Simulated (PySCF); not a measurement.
Bond length, frequency and bond energy of TeP by level of theory

State: ²Π (doublet), unpaired electrons π ↑. Set-up: basis Te x2c-SVPall, P x2c-SVPall; spin-free X2C with a Gaussian nucleus; PySCF 2.14. De refers to Te + P in their high-spin ground configurations, without counterpoise correction. The functionals are run spin-unrestricted. A positive dipole means Te(−)P(+). Levels whose curve was spin-contaminated or gave no clean fit are not listed.

| Level | Re (Å) | ωe (cm⁻¹) | De (eV) | μ (D) | CPU s a point (SCF and correlation, without the integrals) |
| --- | --- | --- | --- | --- | --- |
| UHF-CCSD | 2.268 | 469 | 2.06 | n/a | n/a |
| UHF-CCSD(T) | 2.286 | 446 | 2.35 | n/a | 2 |
| PBE | 2.271 | 466 | 3.51 | -0.67 | 0.73 |
| PBEsol | 2.259 | 476 | 3.80 | -0.65 | 0.5 |
| revPBE | 2.277 | 462 | 3.25 | -0.70 | 0.53 |
| PW91 | 2.271 | 466 | 3.54 | -0.65 | 0.54 |
| r²SCAN | 2.256 | 478 | 3.03 | -0.63 | 0.98 |
| PBE0 | 2.242 | 489 | 3.03 | -0.57 | 1.2 |
| HSE06 | 2.246 | 487 | 3.08 | -0.56 | 1.5 |

Task: Which functional lies closest to UHF-CCSD(T) in De, which farthest, and by how much do they differ from it?

Result: Closest is r²SCAN (-3.0 pm in Re, +7.2 % in ωe, +0.68 eV in De against UHF-CCSD(T) in the same basis), farthest PBEsol (-2.7 pm in Re, +6.7 % in ωe, +1.45 eV in De). CCSD(T) converges more slowly with the basis than the functionals do and binds too weakly in this one, so the order can change at the basis-set limit.

Task: What does a quarter of exact exchange do here, going from PBE to PBE0?

Result: PBE0 less PBE: -2.9 pm in Re, +4.9 % in ωe, -0.48 eV in De. Exact exchange removes part of the self-interaction that spreads semilocal densities, and in most molecules shortens and stiffens the bond and lowers De; so it does here.

Task: What does the triples do here, going from UHF-CCSD to UHF-CCSD(T)?

Result: UHF-CCSD(T) less UHF-CCSD: +1.8 pm in Re, -4.9 % in ωe, +0.29 eV in De. Correlation nearly always deepens the well. The bond lengthens, as in strong covalent bonds, where excitations into antibonding orbitals dominate.

Correlated steps freeze 23 core orbitals. Correlated levels converge slowly with the basis: in double zeta they bind strong bonds too weakly, by up to about 1 eV, and carry superposition errors of some tenths. These are scalar-relativistic numbers at best; spin–orbit coupling would shift them, the dissociation energy most. Counting both spins, an empty level lies below a filled one in some of these solutions, because spin and occupation are held. The state is the lowest determinant that a PBE0 search found; another state may lie lower at other levels.

The whole job (state search and all levels along the bond) took about 2.3 min on 1 thread of Intel Xeon 6975P-C (shared host), peak memory 0.65 GiB.
